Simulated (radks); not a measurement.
The numbers below are computed, except where a source is named.
Question: These are the eigenvalues of the occupied orbitals of an atom or ion with whole-number occupations (hartree). Level of theory: Dirac Kohn-Sham, BLYP, spin-unpolarised, spherical densities, point nucleus (a radial shooting solver on a logarithmic mesh with Libxc functionals).

| orbital | eigenvalue |
|---|---|
| 1s1/2 | -1840.503 |
| 2s1/2 | -304.4902 |
| 2p1/2 | -289.1701 |
| 2p3/2 | -263.5870 |
| 3s1/2 | -68.18880 |
| 3p1/2 | -61.55251 |
| 3p3/2 | -56.30548 |
| 3d3/2 | -44.84874 |
| 3d5/2 | -43.70546 |
| 4s1/2 | -14.45121 |
| 4p1/2 | -11.86900 |
| 4p3/2 | -10.70059 |
| 4d3/2 | -6.44809 |
| 4d5/2 | -6.23700 |
| 5s1/2 | -2.73175 |
| 5p1/2 | -2.01258 |
| 5p3/2 | -1.84652 |
| 4f5/2 | -1.23915 |
| 4f7/2 | -1.21123 |

Which element is it, and in what charge state? The configuration may be excited. Open shells, if any, fill j = l - 1/2 first.

Answer: Z = 64, gadolinium, charge +3: Gd3+ in [Xe] 4f7. The list shows which subshells hold electrons but not how many an open one holds; the 1s level, -1840.5 hartree, gives Z - s = 60.7 by -(Z - s)^2/2, which with screening and relativity narrows Z to a few neighbours, and the depths of the outer levels then fix element, charge and occupations together.
